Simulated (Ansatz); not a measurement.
`O[SiH](Cl)O[Si](F)(F)Cl` and `O[Si@@H](Cl)O[Si@H](F)Cl` differ in one atom or group.

Ansatz, PBE0-D4/def2-TZVP geometries, multiplicity 1. Each molecule was computed in one conformer, which needn't be the lowest.

| property | `O[SiH](Cl)O[Si](F)(F)Cl` |
| --- | --- |
| HOMO energy (PBE0/def2-TZVPP) / eV | -9.59 |
| size of the dipole moment (PBE/def2-TZVPP) / D | 2.12 |
| LUMO energy (PBE0/def2-TZVPP) / eV | 0.22 |
| size of the dipole moment (ωB97M-V/def2-TZVPP) / D | 2.19 |
| HOMO–LUMO gap (PBE/def2-TZVPP) / eV | 7.45 |
| HOMO energy (PBE/def2-TZVPP) / eV | -8.14 |

**Question.** What does the change do to each property? (An estimate is asked.)

**Answer.** Ansatz gave: 
```tsv
property	`O[Si@@H](Cl)O[Si@H](F)Cl`	shift
HOMO energy (PBE0/def2-TZVPP) / eV	-9.40	0.19
size of the dipole moment (PBE/def2-TZVPP) / D	0.54	-1.58
LUMO energy (PBE0/def2-TZVPP) / eV	0.56	0.34
size of the dipole moment (ωB97M-V/def2-TZVPP) / D	0.60	-1.59
HOMO–LUMO gap (PBE/def2-TZVPP) / eV	7.51	0.06
HOMO energy (PBE/def2-TZVPP) / eV	-7.86	0.28
```

With PBE0 the HOMO rises by 0.19 eV and the LUMO rises by 0.34 eV, so the gap widens by about 0.15 eV. PBE moves the HOMO by 0.28 eV and ωB97M-V by 0.15 eV. Dipoles are sizes alone; their direction can turn.
